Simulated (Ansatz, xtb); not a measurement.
**CH3CuSi: where a starting geometry ends**

The starting geometry of this gas-phase singlet was built from a drawn formula by distance geometry and a force field; its bonds are those of `[CH][SiH2][Cu]`.

```xyz
6

C    -0.9886   -0.6348   -1.1334
Cu    0.8639    1.8408    0.5201
Si    0.2156   -0.6203    0.3063
H    -1.8742    0.0135   -0.8806
H     1.3460   -1.4978    0.0366
H    -0.4503   -1.0776    1.5825
```

**Question.** Where would you expect an optimisation with r2SCAN-D4/def2-SVP to take it?

**Answer.** A new bond forms, giving a structure given below by its coordinates. Distances that change by over a tenth: Cu2–Si3 (2.55 → 3.05 Å). Contacts that close: C1–Cu2 (3.51 → 1.82 Å).

The energy falls by 2.69 eV over 18 steps:

```csv
step,E − E(last) (eV)
1,2.689
3,1.941
5,1.066
7,0.636
9,0.363
10,0.277
12,0.079
14,0.002
16,0.000
18,0.000
```

Final geometry (Å):

```xyz
6

C    -0.6314    0.2735   -0.3808
Cu    0.4293    1.4610   -1.2688
Si    0.1017   -0.9681    0.5511
H    -1.7231    0.3784   -0.4613
H     1.5784   -1.1154    0.6641
H    -0.6424   -2.0056    1.3272
```

From the same start GFN2-xTB reaches the same bonding as this run.

No frequencies were run, so the end isn't proven a minimum. Run with Ansatz 0.2.0, 36 s on 2 threads of Arm Neoverse V2 (shared host).
